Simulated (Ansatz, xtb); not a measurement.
**Ranking isomers of C2H7ClOSi2**

3 gas-phase structures of C2H7ClOSi2, from a drawn sample of its isomers (lower ones may exist). Each was relaxed with GFN2-xTB; where two conformers were screened, the lower at r2SCAN-D4/def2-SVP is listed:

A. `C=C[SiH2]O[SiH2]Cl`, a singlet
B. `Cl[C@H]1C[SiH2]O[SiH2]1`, a singlet
C. `Cl[Si@@H]1CC[SiH2]O1`, a singlet

Question: Estimate their order in r2SCAN-D4/def2-SVP energy at these geometries, lowest first.

Answer: Calculated order at r2SCAN-D4/def2-SVP: C (0.0), A (26.1), B (41.2) kcal/mol.

Energies above the lowest of each column, in kcal/mol; the last columns are at B3LYP/def2-SVP geometries:

| structure | GFN2-xTB | HF/STO-3G | r2SCAN-D4/def2-SVP | B3LYP/def2-SVP | CCSD(T)/def2-SVP + ΔMP2/def2-TZVPP |
| --- | --- | --- | --- | --- | --- |
| C | 0.0 | 0.0 | 0.0 | 0.0 | 0.0 |
| A | 13.1 | 55.6 | 26.1 | 20.2 | 23.0 |
| B | 26.9 | 42.5 | 41.2 | 40.9 | 41.3 |

Every level run on C puts it lowest or level with the lowest. Flexible structures stand in one conformer each, not always the lowest. A keeps a small imaginary mode. ΔMP2 is the change of the MP2 energy from the smaller to the larger basis.

Programs: Ansatz 0.2.0, xtb 6.7.1.
